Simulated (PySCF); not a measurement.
sulfur tetrafluoride cation (F₄S), SMILES FS(F)(F)F (connectivity only; charge and spin as stated), charge +1, multiplicity 2. Atoms are numbered in the order given.

```xyz
5

F      1.1943     0.0000     0.7072
S      0.0000     0.0000    -0.2403
F      0.0000    -1.5652    -0.4936
F      0.0000     1.5652    -0.4936
F     -1.1943     0.0000     0.7072
```
Charge +1, spin multiplicity 2.

Geometry optimised at PBE0-D3(BJ)/def2-SVP. The multiplicity is an assumed one; other spin states were not compared.

All values below come from CAM-B3LYP/def2-TZVP (PySCF).

ESP charges are fitted to the potential on shells at 1.4 to 2.0 van der Waals radii. Atomic charges (e):

| atom | ESP fit | meta-Löwdin | Mulliken | Mulliken spin |
|---|---|---|---|---|
| F1 | 0.03 | -0.28 | -0.02 | 0.03 |
| S2 | 0.95 | 2.09 | 1.12 | 0.49 |
| F3 | -0.01 | -0.27 | -0.04 | 0.23 |
| F4 | -0.01 | -0.27 | -0.04 | 0.23 |
| F5 | 0.03 | -0.28 | -0.02 | 0.03 |

Computed Mayer and Wiberg (Löwdin basis) orders of the bonds:
```
bond   Mayer  Wiberg
-----  -----  ------
F1–S2   1.27    1.74
S2–F3   1.18    1.69
S2–F4   1.18    1.69
S2–F5   1.27    1.74
```
